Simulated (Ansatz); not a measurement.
A nudged elastic band was laid between two geometries of ClH4NSi + H2O (10 atoms, charge 0, multiplicity 1).

Theory: RKS B3LYP-D4/6-31G* (Ansatz 0.2.0).

```yaml
movable_images: 9
climbing_image: yes
spring: 5.0 eV/Å²
optimiser: quadratic models (default)
start_path: through a guess of the saddle point
force_threshold: 0.05 eV/Å
iteration_limit: 54
end_points: relaxed
```

First end point:

```xyz
10
Properties=species:S:1:pos:R:3
Si -0.103 0.425 0.077
N 0.071 0.016 1.763
H -0.773 -0.289 2.241
H 0.575 0.673 2.352
Cl 1.797 0.679 -0.697
H -0.811 1.703 -0.194
H -0.811 -0.693 -0.580
O 1.299 -2.606 1.107
H 0.501 -3.143 1.210
H 1.058 -1.754 1.521
```

Last end point:

```xyz
10
Properties=species:S:1:pos:R:3
Si 0.019 -0.504 0.010
N 0.515 0.010 2.115
H -0.221 -0.325 2.736
H 0.640 1.012 2.259
Cl 1.850 0.502 -0.407
H -1.103 0.434 0.274
H -0.253 -0.939 -1.404
O 0.045 -2.015 0.751
H -0.068 -2.706 0.081
H 1.381 -0.458 2.382
```

(1) Which bonds break or form, and what moves?

(2) Give the energies along the band, and the barrier.

(3) What is the geometry of the highest image?

(4) What are the harmonic wavenumbers there?

Results:

(1) Bonds broken: O8–H10. Bonds formed: Si1–O8, N2–H10. ClH4NSi + H2O becomes ClH6NOSi.

(2) The run converged. The highest image is number 4 of 0 to 10, 20.8 kcal/mol above the first end and 36.4 kcal/mol above the last; the last end lies 15.7 kcal/mol below the first. A vibrational analysis at the climbing image gives one clearly imaginary mode, 1177i cm⁻¹: a first-order saddle point. The orbitals stay closed-shell, which can raise the energy where a bond breaks towards radicals; this wasn't checked here.

| image | path coordinate (Å) | energy (kcal/mol) | O8–H10 (Å) | Si1–O8 (Å) | N2–H10 (Å) |
| --- | --- | --- | --- | --- | --- |
| 0 | 0.00 | 0.0 | 0.98 | 3.49 | 2.04 |
| 1 | 0.53 | 0.4 | 0.98 | 3.32 | 2.03 |
| 2 | 1.06 | 2.7 | 0.98 | 2.89 | 1.92 |
| 3 | 1.59 | 9.9 | 1.01 | 2.37 | 1.69 |
| 4 | 2.12 | 20.8 | 1.24 | 2.00 | 1.27 |
| 5 | 2.71 | 8.1 | 1.77 | 1.78 | 1.03 |
| 6 | 3.30 | 0.7 | 2.01 | 1.72 | 1.02 |
| 7 | 3.89 | -5.7 | 2.17 | 1.70 | 1.02 |
| 8 | 4.48 | -12.1 | 2.30 | 1.68 | 1.02 |
| 9 | 5.07 | -15.2 | 2.42 | 1.68 | 1.02 |
| 10 | 5.66 | -15.7 | 2.62 | 1.68 | 1.02 |

(3) 
```xyz
10
Properties=species:S:1:pos:R:3
Si 0.134 -0.147 0.138
N 0.089 -0.158 2.037
H -0.846 -0.110 2.440
H 0.660 0.570 2.467
Cl 1.931 0.401 -0.803
H -0.524 1.192 -0.031
H -0.873 -1.018 -0.534
O 1.041 -1.815 0.770
H 0.569 -2.619 0.499
H 0.625 -1.285 1.817
```

(4) 1177i, 94, 230, 285, 417, 482, 492, 543, 648, 699, 749, 803, 862, 945, 1023, 1133, 1568, 1631, 1862, 2134, 2202, 3489, 3581, 3776 cm⁻¹.

Time of the run: 6 min on 1 thread of AMD EPYC 7R43 64-Core Processor (Zen 3), on a shared host, peak memory 0.18 GiB.
